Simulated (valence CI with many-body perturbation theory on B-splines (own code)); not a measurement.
Level structure of Pt VIII

Computed by configuration interaction combined with many-body perturbation theory (CI+MBPT): three valence electrons over a frozen Dirac-Fock core [Xe] 4f14, a basis of 7 s, 7 p, 8 d, 6 f, 4 g, 1 h functions for each j, with the one-electron correlation potential Σ1 (screened to all orders), the two-electron term Σ2, the three-electron term Σ3, Breit, model QED; selected single and double excitations, second order for the rest, scaled by the run's own slope (own B-spline code, finite nucleus).

No measured levels were compared; by estimate terms of the open shell hold to 2 to 4 % of their energy, and close levels can change places; different configurations can be misplaced against each other by 1,000 to 8,000 cm⁻¹. Only levels of the ground parity were solved; by the run's estimate the other parity begins above the list, which can be wrong where configurations are misplaced.

Levels 1 to 33 of 33, with energies above the lowest level, (5d3/2^3) J=3/2. "Leading %" is the weight of the configuration and term that name the level; weights of strongly mixed levels are sums over their largest components and can fall short, so below about 35 % the name and the second component can differ from the true leading terms, or belong to a minority configuration. In the jj column 3d3/2^4 stands for four electrons in 3d with j = 3/2. Lifetimes count E1, E2, E3, M1 and M2 decay at the calculated energies, and are blank where another channel may lead or the interval is too uncertain; long ones can be off by a factor of two.

```csv
No.,Configuration,Term,J,E (cm⁻¹),Leading %,Second component,Lifetime,Leading jj
1,5d3,4F,3/2,0.0,77,18 % 5d3 2D,,5d3/2^3 (79 %)
2,5d3,4F,5/2,10031,93,6 % 5d3 2D,27.9 ms,5d3/2^2 5d5/2 (92 %)
3,5d3,4F,7/2,16988,77,19 % 5d3 2G,93.7 ms,5d3/2^2 5d5/2 (65 %)
4,5d3,4P,3/2,19288,46,33 % 5d3 2P,21.4 ms,5d3/2^2 5d5/2 (84 %)
5,5d3,4F,9/2,20568,42,38 % 5d3 2G,1.42 s,5d3/2^2 5d5/2 (79 %)
6,5d3,4P,1/2,22561,68,31 % 5d3 2P,75.9 ms,5d3/2^2 5d5/2 (97 %)
7,5d3,2G,7/2,31810,74,22 % 5d3 4F,8.53 ms,5d3/2 5d5/2^2 (75 %)
8,5d3,2H,9/2,33339,54,43 % 5d3 4F,14.5 ms,5d3/2 5d5/2^2 (68 %)
9,5d3,4P,5/2,33970,87,10 % 5d3 2D,26.3 ms,5d3/2 5d5/2^2 (54 %)
10,5d3,2D,3/2,38735,44,41 % 5d3 4P,4.58 ms,5d3/2 5d5/2^2 (95 %)
11,5d3,2P,1/2,40528,68,31 % 5d3 4P,9.27 ms,5d3/2 5d5/2^2 (97 %)
12,5d3,2H,11/2,43288,100,,28.7 ms,5d3/2 5d5/2^2 (100 %)
13,5d3,2D,5/2,47201,91,5 % 5d3 4F,9.66 ms,5d3/2 5d5/2^2 (68 %)
14,5d3,2F,5/2,51583,82,12 % 5d3 2D,15.0 ms,5d3/2 5d5/2^2 (60 %)
15,5d3,2G,9/2,52045,59,26 % 5d3 2H,5.51 ms,5d5/2^3 (85 %)
16,5d3,2F,7/2,53431,92,6 % 5d3 2G,15.2 ms,5d3/2 5d5/2^2 (90 %)
17,5d3,2P,3/2,56772,56,30 % 5d3 2D,4.70 ms,5d5/2^3 (78 %)
18,5d3,2D,3/2,77551,97,,3.89 ms,5d3/2 5d5/2^2 (78 %)
19,5d3,2D,5/2,80240,80,14 % 5d3 2F,2.32 ms,5d5/2^3 (73 %)
20,5d2 6s,4F,3/2,177260,89,10 % 5d2 6s 2D,26.3 μs,5d3/2^2 6s (92 %)
21,5d2 6s,4F,5/2,180950,68,18 % 5d2 6s 2F,21.9 μs,5d3/2^2 6s (84 %)
22,5d2 6s,4F,7/2,192860,92,7 % 5d2 6s 2F,22.7 μs,5d3/2 5d5/2 6s (96 %)
23,5d2 6s,4P,1/2,197750,85,9 % 5d2 6s 2S,18.1 μs,5d3/2^2 6s (77 %)
24,5d2 6s,2F,5/2,198070,53,30 % 5d2 6s 4F,17.4 μs,5d3/2 5d5/2 6s (85 %)
25,5d2 6s,4F,9/2,202020,82,17 % 5d2 6s 2G,21.5 μs,5d3/2 5d5/2 6s (60 %)
26,5d2 6s,4P,3/2,204650,83,13 % 5d2 6s 2D,18.5 μs,5d3/2 5d5/2 6s (97 %)
27,5d2 6s,4P,5/2,205090,52,24 % 5d2 6s 2F,17.0 μs,5d3/2 5d5/2 6s (98 %)
28,5d2 6s,2F,7/2,210000,54,43 % 5d2 6s 2G,15.8 μs,5d3/2 5d5/2 6s (87 %)
29,5d2 6s,2D,3/2,210070,49,31 % 5d2 6s 2P,17.5 μs,5d3/2 5d5/2 6s (84 %)
30,5d2 6s,2P,1/2,215330,88,9 % 5d2 6s 4P,15.1 μs,5d3/2 5d5/2 6s (87 %)
31,5d2 6s,2G,9/2,220400,82,17 % 5d2 6s 4F,17.6 μs,5d5/2^2 6s (60 %)
32,5d2 6s,2D,5/2,223390,53,41 % 5d2 6s 4P,17.1 μs,5d5/2^2 6s (99 %)
33,5d2 6s,2G,7/2,223490,56,38 % 5d2 6s 2F,15.9 μs,5d5/2^2 6s (84 %)
```

The ionisation energy to 5d2 3F_2 of the next ion comes out as 109.61 eV (NIST: 109 ± 2.1 eV (theoretical)). All 33 levels together are meant to be complete up to 229230 cm⁻¹.
